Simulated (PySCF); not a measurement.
## Excitation energy of Se by level of theory

Se [Ar] 3d10 4s2 4p4 (3P) → Se [Ar] 3d10 4s1 4p4 5s1 (5P), as a difference of total energies. Calculation: PySCF 2.14, in aug-cc-pVDZ-PP with ECP10MDF (5s4p3d, 32 functions); a scalar-relativistic core potential. Correlated levels: valence: 3s2 3p6 3d10 frozen. The calculations carry no spin-orbit coupling.

| method | excitation energy (eV) |
| --- | --- |
| UHF | 16.277 |
| MP2 (valence) | 16.217 |
| SCS-MP2 (valence) | 16.296 |
| CCSD (valence) | 15.869 |
| CCSD(T) (valence) | 15.770 |
| CCSDT (valence) | 15.727 |

Problem. How much does correlation contribute at CCSD(T) (valence)?

Solution. 15.770 − (16.277) = -0.507 eV, measured against UHF.

The upper state lies above the first ionisation limit, where it may autoionise and the basis confines it. A Rydberg-like electron needs more diffuse functions than a valence basis has.

The promoted electron is Rydberg-like, and one or two diffuse shells describe it only roughly, which tends to raise the upper state.

The coupled-cluster amplitudes are large for the upper state (T1 above 0.03 or a double amplitude above 0.15), so a single reference is strained.
